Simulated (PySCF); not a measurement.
## Ionisation energy of Mo⁺ by level of theory

Mo⁺ [Kr] 4d5 (6S) → Mo²⁺ [Kr] 4d4 (5D), as a difference of total energies. All numbers are calculated (PySCF 2.14, a scalar-relativistic core potential, in def2-SVP with the def2 core potential (28 electrons)). Correlated levels: valence: 4s2 4p6 frozen. The calculations carry no spin-orbit coupling.

| method | ionisation energy (eV) |
| --- | --- |
| UHF | 15.072 |
| PBE0 | 16.248 |
| PBE | 16.393 |
| MP2 (valence) | 15.533 |
| SCS-MP2 (valence) | 15.225 |

Task: How much does correlation contribute at MP2 (valence)?

Result: 15.533 − (15.072) = 0.461 eV, measured against UHF.

The reference lies between the lowest fine-structure levels, while these numbers refer to the centres of the terms.

Errors of the correlated levels include the incompleteness of this basis and the frozen core.

For comparison: 16.16 ± 0.12 eV (semi-empirical (NIST evaluation); NIST Atomic Spectra Database, ionization energies).
